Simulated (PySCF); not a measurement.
BiF2, charge +1, multiplicity 1. Atoms are numbered in the order given.

```xyz
3

Bi     0.0000     0.0000     0.2349
F      0.0000    -1.4267    -1.0833
F      0.0000     1.4267    -1.0833
```
Charge +1, spin multiplicity 1.

Coordinates come from a r2SCAN-D4/def2-TZVP optimisation. The multiplicity is an assumed one; other spin states were not compared. The isomer is the one that the SMILES or the coordinates give; other isomers of the formula were not compared. The def2 effective core potentials stand for the cores of Bi; spin–orbit coupling is left out.

Computed with IEF-PCM-M06-2X/def2-SVP (PySCF).

The values are the electrostatic part of the solvation free energy, E(continuum) − E(gas) at the gas-phase geometry, in a cavity of scaled van der Waals radii (PySCF's table); cavitation and dispersion terms are not included. A continuum can't describe solvent molecules that bind to the metal. In vacuum the orbital gap is 8.77 eV.

```json
[
 {"solvent": "water", "ε": "78.36", "ΔG(elec) (kcal/mol)": "-82.1", "gap (eV)": "9.35"},
 {"solvent": "chloroform", "ε": "4.71", "ΔG(elec) (kcal/mol)": "-63.8", "gap (eV)": "9.18"},
 {"solvent": "dimethylsulfoxide", "ε": "46.83", "ΔG(elec) (kcal/mol)": "-81.3", "gap (eV)": "9.34"}
]
```
